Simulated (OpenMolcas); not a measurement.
# Mo4+: ligand-field states by method

Mo4+ with 6 ligands (ammonia) in octahedral coordination (S6) at 2.07 Å. Ligand basis ANO-RCC-VDZP.

```json
{
 "Program": "OpenMolcas 26.06",
 "Basis": "ANO-RCC-VTZP [7s6p4d2f1g]",
 "Scalar Hamiltonian": "DKH2, point nucleus",
 "Active space": "2 electrons in 5 orbitals (4d)",
 "State averaging": "2S+1 = 3 even, 10 roots; 2S+1 = 1 even, 15 roots",
 "Spin-orbit coupling": "state interaction with AMFI integrals over the reference wave functions"
}
```

I. CASSCF
II. SS-CASPT2, IPEA 0.25 Eh, imaginary shift 0.1 Eh (closed shells correlated: 4s 4p and the ligand valence shells)
III. SS-CASPT2, IPEA 0.5 Eh, imaginary shift 0.1 Eh (closed shells correlated: 4s 4p and the ligand valence shells)

Spin-free states in cm-1, each column counted from its own energy of the first state listed:

```csv
State,Degeneracy,I,II,III
2S+1 = 3,2,0,0,0
2S+1 = 3,1,388,400,340
2S+1 = 1,1,10205,6890,6530
2S+1 = 1,2,10378,7220,7070
2S+1 = 1,2,10810,7640,7490
2S+1 = 1,1,24666,18120,18520
2S+1 = 3,2,44608,47470,48310
2S+1 = 3,1,44816,47680,48980
2S+1 = 3,2,52752,53070,54040
2S+1 = 3,1,52964,53350,54780
2S+1 = 1,2,54320,54150,54820
2S+1 = 1,1,54562,54120,55210
2S+1 = 1,2,57018,55900,56710
2S+1 = 1,1,57218,56100,57250
2S+1 = 3,1,90974,97470,97630
2S+1 = 1,2,101285,104450,105020
2S+1 = 1,1,112347,112200,112930
```

From I to II, I's first state of the same spin (2S+1 = 3) moves from 388 to 400 cm-1, by about +12 cm-1.

From I to II, I's first state of another spin (2S+1 = 1) moves from 10205 to 6890 cm-1, by about -3300 cm-1.

χT at 300 K: I 0.46, II 0.46, III 0.45 cm3 K/mol.

Roots that are degenerate in the reference are averaged as groups; the widest CASPT2 spread within a group is 210 cm-1 (the 2-fold group of multiplicity 3 near 48300 cm-1 above the lowest state of its run, III). Shifts and gaps below about the spread of the groups concerned are not significant. Over all roots computed the reference weight is 0.68 to 0.69 in II, 0.68 to 0.70 in III; a low but even weight reflects the number of correlated electrons. An orbital doublet at a regular site is open to a Jahn-Teller distortion, which this geometry leaves out. The least metal-like active orbital is 70 % on the metal (Löwdin) and no ligand orbital is active, so the numbers are rough. Ligand-to-metal charge-transfer states are missing. With no ligand orbital active B as a rule stays too high, so bands that hang on it stand too high and its fall with covalency is understated. Without dynamic correlation the repulsion within the d shell is too large (B by tens of per cent), so at a given field states of lower spin stand too high (holds for I). With metal d orbitals alone the field can be off either way by tens of per cent (holds for I). With one d shell and no ligand orbital active, 10Dq can be off by a tenth or more (holds for II; III). No measured value stands beside these numbers; the geometry is a model, was not optimised and need not be the one that this ion takes.
